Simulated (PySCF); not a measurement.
## Assigning NMR signals

Cartesian coordinates in Å; atom numbers follow the order of the lines, from 1:
```xyz
14

F     2.466    0.080   -2.170
Si    2.021    0.728   -0.790
F     2.112    2.292   -1.067
F     3.230    0.444    0.200
C     0.384    0.134   -0.158
C     0.057   -0.147    1.122
C    -1.363   -0.585    1.202
C    -1.808   -0.516   -0.220
C    -0.794   -0.102   -0.987
H     0.701   -0.078    1.978
H    -1.951    0.069    1.849
H    -1.452   -1.595    1.609
H    -2.802   -0.769   -0.537
H    -0.803    0.044   -2.051
```

Theoretical values (PySCF 2.14): GIAO PBE0/pcSseg-1 shieldings, geometry: GFN2-xTB. One computed conformer, no solvent, no relativistic terms, one averaged value for each set of equivalent atoms.

Shifts are taken against calculated references (same method and geometry level): ¹³C (186.93 ppm), ¹H (31.72 ppm) vs TMS.

(1) Assign these signals to the numbered atoms. ¹³C{¹H} NMR (computed): δ 162.6 (CH), 142.9 (CH), 139.9 (CH), 135.5 (C), 48.3 (CH2).

(2) Assign these signals to the numbered atoms. ¹H NMR (500 MHz, computed): δ 7.45 (m, 1H), 6.88 (m, 1H), 6.84 (m, 1H), 3.27 (m, 2H).

## Answers

(1) 
| δ (ppm) | atoms | environment | reason |
| --- | --- | --- | --- |
| 162.6 | C6 | alkene CH | an sp2 carbon of a C=C bond |
| 142.9 | C8 | alkene CH | – |
| 139.9 | C9 | alkene CH | – |
| 135.5 | C5 | fully substituted alkene carbon | as expected for a trigonal carbon in a double bond |
| 48.3 | C7 | allylic sp3 CH2 | a saturated carbon with 2 carbon neighbours and no heteroatom attached |

(2) 
7.45 → H10, hydrogen on an alkene CH: attached to an sp2 carbon and in the plane of the double bond
6.88 → H13, hydrogen on an alkene CH
6.84 → H14, hydrogen on an alkene CH
3.27 → H11/H12, hydrogen on an allylic sp3 CH2

H13 and H14 lie closer than the usual error of such a calculation, so a measured spectrum could show them in the other order.

Splittings by ¹⁹F in the carbon and heteronuclear signals aren't shown, as no couplings were computed. Shifts are as computed. Against solution values, carbons near 30 ppm lie about +3 ppm off and those near 130 ppm about +5 ppm. Of 1211 compounds with measured shifts, 218 miss one by over three times the rms of a fit or turn the order of signals round; such compounds aren't used in these exercises. No couplings were computed; multiplicities are counted from neighbouring protons, with m where these are inequivalent, close in shift, in a saturated or five-membered ring or joined by F or P, and br s for small geminal =CH2 splittings.
